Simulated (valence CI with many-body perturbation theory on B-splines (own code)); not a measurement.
**Eu LI: electric-dipole lines**

Method: relativistic CI+MBPT: three valence electrons over a frozen Dirac-Fock core [Ne], radial functions for each j: 11 s, 11 p, 9 d, 7 f, 5 g, 2 h, 1 i, with the one-electron correlation potential Σ1, the two-electron term Σ2, the three-electron term Σ3, Breit, model QED; selected CI, second order for the rest (own B-spline code, finite nucleus).

The last digits are not significant, and no measured levels were compared; by estimate large intervals hold to a few tenths of a per cent, small ones and those within an open d or f shell to about a per cent.

Lines 201 to 250 of 271 in falling wavelength, among levels below 65.295 Ry, chosen from the strongest by gf and those to the six lowest levels. Wavelengths and rates use the calculated energies. Electric multipoles are in the length gauge, E1 and E2 with the static RPA response of the core. Weak lines are less certain than strong ones. Lines between different terms over intervals too small for the method are left out, as are lines whose strength nearly cancels.

Levels are named by their leading jj configuration (3d3/2^4 stands for four electrons in 3d with j = 3/2), which in mixed levels can hold well under half, so a name can repeat and another be missing. Letters in brackets count levels of one name in rising energy.

```csv
λ vac (Å),Upper,Lower,A (s⁻¹),S (a.u.) with core polarisation,S without
33.89,(3s 3d3/2^2) J=3/2,(3s 3p1/2 3d3/2) J=3/2 [a],5.80e+11,4.46e-02,4.53e-02
33.84,(3s 3p3/2 3d5/2) J=5/2 [a],(3s 3p1/2 3p3/2) J=3/2 [b],1.35e+11,1.55e-02,1.58e-02
33.73,(3s 3p3/2 3d5/2) J=3/2 [a],(3s 3p1/2 3p3/2) J=1/2,1.26e+11,9.51e-03,9.68e-03
33.72,(3s 3p3/2 3d3/2) J=1/2 [b],(3s 3p1/2 3p3/2) J=3/2 [b],3.26e+09,1.23e-04,1.25e-04
33.67,(3s 3p3/2 3d3/2) J=3/2 [b],(3s 3p1/2 3p3/2) J=5/2,1.58e+08,1.19e-05,1.21e-05
32.98,(3s 3p3/2 3d5/2) J=3/2 [a],(3s 3p1/2 3p3/2) J=3/2 [b],1.16e+11,8.24e-03,8.38e-03
32.45,(3s 3p3/2 3d3/2) J=5/2 [b],(3s 3p1/2 3p3/2) J=5/2,6.16e+09,6.23e-04,6.34e-04
32.41,(3s 3p3/2 3d3/2) J=3/2 [b],(3s 3p1/2 3p3/2) J=3/2 [a],2.89e+09,1.94e-04,1.98e-04
32.24,(3s 3p3/2 3d5/2) J=5/2 [a],(3s 3p1/2 3p3/2) J=5/2,6.66e+10,6.60e-03,6.72e-03
31.55,(3s 3p3/2 3d5/2) J=7/2 [a],(3s 3p1/2 3p3/2) J=5/2,7.62e+10,9.44e-03,9.61e-03
31.45,(3s 3p3/2 3d5/2) J=3/2 [a],(3s 3p1/2 3p3/2) J=5/2,2.05e+07,1.26e-06,1.29e-06
31.37,(3s 3p1/2 3d5/2) J=3/2,(3s 3p1/2^2) J=1/2,1.65e+11,1.00e-02,1.02e-02
31.28,(3s 3p3/2 3d3/2) J=5/2 [b],(3s 3p1/2 3p3/2) J=3/2 [a],1.60e+07,1.45e-06,1.47e-06
31.15,(3s 3p3/2 3d5/2) J=1/2,(3s 3p1/2 3p3/2) J=3/2 [b],4.25e+10,1.27e-03,1.29e-03
31.08,(3s 3p3/2 3d5/2) J=5/2 [a],(3s 3p1/2 3p3/2) J=3/2 [a],1.69e+09,1.50e-04,1.53e-04
30.98,(3s 3p3/2 3d3/2) J=1/2 [b],(3s 3p1/2 3p3/2) J=3/2 [a],2.96e+08,8.70e-06,8.84e-06
30.55,(3s 3p3/2 3d5/2) J=3/2 [b],(3s 3p1/2 3p3/2) J=3/2 [b],1.01e+08,5.67e-06,5.76e-06
30.43,(3s 3p3/2 3d5/2) J=7/2 [b],(3s 3p1/2 3p3/2) J=5/2,2.77e+09,3.09e-04,3.15e-04
30.38,(3s 3p3/2 3d5/2) J=5/2 [b],(3s 3p1/2 3p3/2) J=3/2 [b],1.67e+10,1.39e-03,1.41e-03
30.36,(3s 3p3/2 3d5/2) J=3/2 [a],(3s 3p1/2 3p3/2) J=3/2 [a],1.91e+10,1.06e-03,1.08e-03
29.23,(3s 3p3/2 3d5/2) J=3/2 [b],(3s 3p1/2 3p3/2) J=5/2,1.33e+10,6.58e-04,6.69e-04
29.08,(3s 3p3/2 3d5/2) J=5/2 [b],(3s 3p1/2 3p3/2) J=5/2,1.27e+10,9.22e-04,9.39e-04
28.79,(3s 3p3/2 3d5/2) J=1/2,(3s 3p1/2 3p3/2) J=3/2 [a],8.40e+08,1.98e-05,2.01e-05
28.28,(3s 3p3/2 3d5/2) J=3/2 [b],(3s 3p1/2 3p3/2) J=3/2 [a],1.49e+09,6.67e-05,6.79e-05
28.18,(3p1/2^2 3d3/2) J=3/2,(3s^2 3p3/2) J=3/2,2.06e+08,9.11e-06,9.27e-06
28.14,(3s 3p3/2 3d5/2) J=5/2 [b],(3s 3p1/2 3p3/2) J=3/2 [a],7.88e+09,5.20e-04,5.29e-04
25.96,(3p1/2 3p3/2^2) J=3/2,(3s 3p1/2^2) J=1/2,1.47e+09,5.07e-05,5.16e-05
25.45,(3s 3p3/2^2) J=1/2,(3s^2 3p1/2) J=1/2,5.01e+09,8.15e-05,8.28e-05
25.36,(3p3/2^3) J=3/2,(3s 3p1/2 3p3/2) J=3/2 [b],3.49e+08,1.12e-05,1.14e-05
25.35,(3p1/2^2 3d5/2) J=5/2,(3s^2 3p3/2) J=3/2,3.75e+07,1.81e-06,1.84e-06
25.32,(3p1/2 3p3/2^2) J=1/2,(3s 3p1/2^2) J=1/2,3.67e+09,5.88e-05,5.97e-05
25.16,(3s 3p3/2^2) J=3/2,(3s^2 3p1/2) J=1/2,4.74e+08,1.49e-05,1.52e-05
24.61,(3s 3p3/2 3d3/2) J=3/2 [a],(3s 3p1/2^2) J=1/2,9.94e+08,2.93e-05,2.98e-05
24.55,(3s 3p3/2 3d3/2) J=1/2 [a],(3s 3p1/2^2) J=1/2,5.69e+08,8.31e-06,8.45e-06
24.45,(3p3/2^3) J=3/2,(3s 3p1/2 3p3/2) J=5/2,1.92e+09,5.53e-05,5.62e-05
23.78,(3p3/2^3) J=3/2,(3s 3p1/2 3p3/2) J=3/2 [a],8.63e+07,2.29e-06,2.33e-06
23.43,(3s 3p3/2 3d3/2) J=3/2 [b],(3s 3p1/2^2) J=1/2,8.58e+07,2.18e-06,2.22e-06
22.67,(3s 3p3/2 3d3/2) J=1/2 [b],(3s 3p1/2^2) J=1/2,2.41e+08,2.77e-06,2.83e-06
22.34,(3s 3p3/2 3d5/2) J=3/2 [a],(3s 3p1/2^2) J=1/2,8.17e+08,1.80e-05,1.83e-05
21.48,(3s 3p3/2 3d5/2) J=1/2,(3s 3p1/2^2) J=1/2,2.97e+09,2.91e-05,2.96e-05
21.19,(3s 3p3/2 3d5/2) J=3/2 [b],(3s 3p1/2^2) J=1/2,8.07e+08,1.52e-05,1.55e-05
21.05,(3p1/2 3p3/2 3d3/2) J=5/2 [a],(3s^2 3p3/2) J=3/2,4.41e+06,1.22e-07,1.25e-07
20.82,(3p1/2 3p3/2 3d3/2) J=3/2 [a],(3s^2 3p3/2) J=3/2,6.70e+06,1.19e-07,1.21e-07
20.74,(3p1/2 3p3/2 3d3/2) J=1/2 [a],(3s^2 3p3/2) J=3/2,3.76e+06,3.31e-08,3.39e-08
20.33,(3p1/2^2 3d3/2) J=3/2,(3s^2 3p1/2) J=1/2,2.04e+07,3.38e-07,3.47e-07
20.00,(3p1/2 3p3/2 3d3/2) J=3/2 [b],(3s^2 3p3/2) J=3/2,3.43e+07,5.41e-07,5.46e-07
19.97,(3p1/2 3p3/2 3d3/2) J=5/2 [b],(3s^2 3p3/2) J=3/2,1.86e+06,4.40e-08,4.67e-08
19.87,(3p1/2 3p3/2 3d3/2) J=1/2 [b],(3s^2 3p3/2) J=3/2,8.60e+07,6.66e-07,6.71e-07
19.30,(3p1/2 3p3/2 3d5/2) J=3/2 [a],(3s^2 3p3/2) J=3/2,5.60e+07,7.95e-07,8.08e-07
19.21,(3p1/2 3p3/2 3d5/2) J=5/2 [a],(3s^2 3p3/2) J=3/2,6.70e+06,1.41e-07,1.41e-07
```
